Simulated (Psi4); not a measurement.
trisilylamine (H9NSi3), singlet, at a GFN2-xTB geometry. Base run: Psi4 with MP2/STO-3G.

Input for Psi4:
```
memory 2 GB

molecule mol {
0 1
  Si    0.288687    1.645832    0.481101
  N     0.023672    0.030801   -0.122984
  Si   -1.606491   -0.512603   -0.424247
  Si    1.310797   -1.142346   -0.020452
  H    -0.672540    2.526565   -0.179173
  H     0.096776    1.689352    1.935472
  H     1.659585    2.023139    0.143627
  H    -2.351055    0.614891   -0.981018
  H    -1.533964   -1.614022   -1.381967
  H    -2.235910   -0.967364    0.821121
  H     1.354843   -1.742484    1.318134
  H     1.049809   -2.171770   -1.024335
  H     2.564844   -0.446283   -0.300586
}

set basis sto-3g
set reference rhf

energy('mp2')
print_variables()
```

Variants of this job, named by their change:

| change | ΔE vs base (kcal/mol) | MP2 correlation (Eh) | basis functions | outcome |
|---|---|---|---|---|
| base | 0.000 | -0.18178 | 41 | converged |
| method = ccsd(t) | (withheld) | -0.18183 | 41 | converged |
| method = qcisd(t) | - | - | 41 | stopped with an error |
| freeze_core = on | 6.92 | -0.17074 | 41 | converged |
| method = dlpno-mp2 | 0.024 | -0.18174 | 41 | converged |
| method = fno-ccsd(t) | - | - | 41 | stopped with an error |
| scf_type = pk; mp2_type = conv | 0.566 | -0.18183 | 41 | converged |
| method = mp4 | - | - | 41 | stopped with an error |
| method = lccd | - | - | 41 | stopped with an error |
| method = cisd | - | - | 41 | stopped with an error |

Problem. What belongs in the gaps?

Solution. 
- method = ccsd(t), ΔE vs base (kcal/mol): -36.87

- method = qcisd(t): ended with `Fatal Error: ndocc must be less than nvirt`
- method = fno-ccsd(t): ended with `Fatal Error: ndocc must be less than nvirt`
- method = mp4: ended with `Fatal Error: ndocc must be less than nvirt`
